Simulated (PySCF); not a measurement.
All of these have the formula C6H11B. Theory: TDDFT wB97X-D/def2-SVPD, vertical, gas phase, core orbitals frozen in the response in PySCF 2.14.0, density-fitted response routines. Geometries: PBE0-D3(BJ)/def2-SVP; one conformer of each isolated species. Triplets are in the Tamm–Dancoff approximation.

A. `C1C([C@H]2[C@H](B)C2)C1`
B. `C=CCBC(=C)C`
C. `B[C@@H]1C=CCCC1`

Lowest singlet levels (six at most, fewer where fewer were computed) with oscillator strengths:

1. 5.23 eV (f 0.288); 5.75 eV (f 0.029); 6.01 eV (f 0.127); 6.64 eV (f 0.045); 7.18 eV (f 0.179); 7.29 eV (f 0.019); T1 3.62 eV
2. 5.26 eV (f 0.029); 6.18 eV (f 0.003); 6.57 eV (f 0.107); 6.73 eV (f 0.104); 7.10 eV (f 0.153); 7.50 eV (f 0.002); T1 4.34 eV
3. 5.75 eV (f 0.044); 6.14 eV (f 0.064); 6.70 eV (f 0.155); 7.33 eV (f 0.014); 7.64 eV (f 0.001); 7.86 eV (f 0.004); T1 5.17 eV

Task: Match each spectrum to its molecule.

Result: 1 = B, 2 = C, 3 = A.
- A: S1 at 5.75 eV, HOMO→LUMO (69%), HOMO-1→LUMO (11%), HOMO-2→LUMO (10%); Löwdin shares by element: HOMO carbon 62% or more (atoms not listed hold the other 38%); LUMO boron 49%, hydrogen 20% or more, carbon 12% or more (atoms not listed hold the other 19%); HOMO -9.24 and LUMO 0.85 eV.
- B: S1 at 5.23 eV, HOMO→LUMO (86%); Löwdin shares by element: HOMO carbon 70% or more (atoms not listed hold the other 30%); LUMO carbon 49% or more, boron 24% (atoms not listed hold the other 27%); HOMO -8.93 and LUMO 0.35 eV.
- C: S1 at 5.26 eV, HOMO→LUMO (88%); Löwdin shares by element: HOMO carbon 79% or more (atoms not listed hold the other 21%); LUMO boron 52%, hydrogen 21% or more, carbon 13% or more; HOMO -8.64 and LUMO 0.85 eV.
B and C have S1 within 0.04 eV of each other; their strongest listed levels stand at 5.23 eV (f 0.288) and 7.10 eV (f 0.153).
